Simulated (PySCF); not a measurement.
## Electron correlation in As (arsenic, neutral)

[Ar] 3d10 4s2 4p3, high-spin 4S determinant. Calculation: PySCF 2.14, in aug-cc-pVDZ-PP with ECP10MDF (5s4p3d, 32 functions); a scalar-relativistic core potential. Frozen: 3s2 3p6 3d10; 5 electrons correlated.

MP2 pair energies summed by pair of shells (mhartree):

```csv
pair,energy,share (%)
4s-4p,-36.11,63.5
4p-4p,-13.27,23.3
4s-4s,-7.49,13.2
```

Total MP2 correlation energy: -56.88 mhartree.

Same-spin part -15.98 and opposite-spin part -40.90 mhartree; SCS-MP2 scales them by 1/3 and 6/5 to -54.41 mhartree.
